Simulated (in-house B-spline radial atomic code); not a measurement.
**RPA and G0W0 on r2SCAN: Ag⁶⁺**

Configuration [Kr] 4d5, highest spin, mean-field start r2SCAN. Computed with a B-spline radial code for spherical atoms: all electrons, non-relativistic, point nucleus, each spin shell either full or empty, empty states to l = 9 with an (l + 1/2)⁻⁴ tail; G0W0 by contour deformation at full frequency.

Without relativity these are model numbers: it shifts the levels of so heavy an element strongly and can reorder them.

Command:
```bash
python run_gw.py task.json out
```
Settings (radii: box in bohr, nucleus in fm):
```
Z                        47
electrons                41
configuration            [Kr] 4d5
hamiltonian              nr
method                   r2scan
lmax                     9
spin_polarised           True
box_radius               9.29
intervals                51
```

Cost of the run: 2.2 s on 1 thread of Intel(R) Xeon(R) 6975P-C (shared host).

Energies (hartree):

| term | value |
| --- | --- |
| mean-field total | -5190.25086 |
| Hartree-Fock functional on these orbitals | -5188.22120 |
| direct second order | -3.4264 |
| second-order exchange | 0.98008 |
| SOSEX correction | 0.92175 |

(1) What is the RPA correlation energy, and what remains with SOSEX?

Quasi-particle levels (eV):

| level | occupied | mean field | Σx - vxc | Σc | QP weight | G0W0 |
| --- | --- | --- | --- | --- | --- | --- |
| 4d up | yes | -99.27 | -9.13 | ? | ? | ? |
| 4p down | yes | -147.69 | -9.39 | -0.32 | 0.953 | -157.41 |
| 4d down | no | -92.12 | 11.33 | -3.92 | 0.964 | -84.71 |

G0W0 = mean field + (Σx - vxc) + Σc, with Σc (partial-wave tail included) taken at the quasi-particle energy. Only the outer levels were computed. Levels of low weight are left out.

(2) Where does G0W0 put 4d up?

Results:

(1) RPA gives -3.071 hartree (-2.04 eV per electron); RPA + SOSEX gives -2.1492, and the second-order doubles -2.4463 hartree (no singles). RPA lacks exchange-type terms and so overcorrelates at short range.

(2) At -108.45 eV, with Σc = -0.05 eV and a quasi-particle weight of 0.963. The tabulated removal energy is 106 ± 2 eV (NIST, tabulated theory); the calculation leaves out relativity, Breit and QED terms, and what these don't explain is the method's own error.
